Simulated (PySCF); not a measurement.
## Potential energy of SrCl along the bond

Set-up: basis Sr def2-SVP with ECP28, Cl def2-SVP; scalar-relativistic core potentials; PySCF 2.14. Energies in eV from Sr + Cl in their ground configurations at the same level. State: ²Σ⁺ (doublet), unpaired electrons σ ↑.

All columns are UHF. A positive dipole means Sr(−)Cl(+).

```csv
R (Å),E (eV),μ (D),Mulliken charge on Sr (basis-dependent),HOMO (eV),LUMO (eV),Mayer bond order,⟨S²⟩
2.233,-2.404,-2.68,0.42,-5.07,0.18,1.04,0.75
2.336,-3.065,-3.11,0.45,-5.19,0.11,0.99,0.75
2.440,-3.457,-3.57,0.48,-5.31,0.05,0.94,0.75
2.518,-3.619,-3.94,0.50,-5.40,0.00,0.92,0.75
2.596,-3.698,-4.32,0.51,-5.49,-0.06,0.89,0.75
2.674,-3.713,-4.71,0.53,-5.57,-0.11,0.86,0.75
2.778,-3.659,-5.25,0.55,-5.67,-0.18,0.83,0.75
2.908,-3.509,-5.95,0.57,-5.80,-0.26,0.79,0.75
3.063,-3.257,-6.82,0.59,-5.95,-0.37,0.75,0.75
3.271,-2.862,-8.03,0.62,-6.14,-0.52,0.70,0.75
```

A fit through these points gives, at Re = 2.655 Å, μ = -4.61 D and dμ/dR = -5.07 D/Å; the reduced mass is 25.02 u.

Question: How strong is the fundamental in the double-harmonic approximation, I = 42.26·(dμ/dR)²/μred km/mol?

Answer: I = 42.26·(-5.07)²/25.02 = 43.4 km/mol at UHF.

Spin–orbit coupling is left out. Hartree–Fock leaves out correlation, which carries a large part of most bond energies and some tenths to 1 eV of ionisation energies. The state is the lowest determinant that a PBE0 search found; another state may lie lower at other levels.
